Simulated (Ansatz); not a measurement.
Cu₃H₄ was relaxed with PBE-D4 (def2-SVP, def2-SVPD) in Ansatz in these states: charge -1 singlet, neutral doublet, neutral quartet. The geometries follow in no particular order.

A:

```tsv
atom	x (Å)	y (Å)	z (Å)
Cu1	1.2480	0.5845	0.7426
Cu2	-0.8820	0.0034	1.2905
Cu3	-0.2110	-0.2616	-1.1007
H4	1.2854	0.8166	-0.8074
H5	-0.2598	-1.2548	-2.3196
H6	-1.7239	-0.0023	-0.0319
H7	0.5431	0.1142	2.2264
```

B:

```csv
atom,x (Å),y (Å),z (Å)
Cu1,-0.1696,-0.3834,-1.4810
Cu2,0.4017,1.5224,-0.3321
Cu3,-0.0805,-0.4353,0.9898
H4,-0.4184,-1.4676,-0.3033
H5,-0.3796,-1.6943,1.8320
H6,0.3939,1.2629,1.2495
H7,0.2524,1.1953,-1.9549
```

C:

| atom | x (Å) | y (Å) | z (Å) |
| --- | --- | --- | --- |
| Cu1 | -0.6317 | 0.2384 | -1.1211 |
| Cu2 | -1.2427 | 0.4639 | 1.1239 |
| Cu3 | 1.0228 | -0.3625 | 0.5005 |
| H4 | 0.9575 | 0.6798 | -0.8116 |
| H5 | 2.5123 | -0.7651 | 0.5604 |
| H6 | -0.5932 | -0.9906 | 0.1403 |
| H7 | -2.0252 | 0.7361 | -0.3924 |

Task: Judge from the bond lengths which geometry belongs to which state (an estimate).

Result: A is the charge -1 singlet (Cu2–H6 1.568 Å, Cu3–H4 1.868 Å, Cu1–H4 1.568 Å); B is the neutral doublet (Cu2–H6 1.603 Å, Cu3–H4 1.689 Å, Cu1–H4 1.620 Å); C is the neutral quartet (Cu2–H6 1.872 Å, Cu3–H4 1.677 Å, Cu1–H4 1.678 Å).

At PBE-D4/def2-SVPD the highest occupied level of the relaxed charge -1 singlet lies above zero (up to 0.05 eV). By energy differences its removal costs 2.22 eV (each at its own geometry, to the charge 0 doublet, at PBE0-D4/def2-TZVPD). At PBE0-D4/def2-TZVP a doublet lies 2.72 eV below the neutral quartet. These are the stationary points nearest to one start from a short search; other shapes may lie lower in each state.
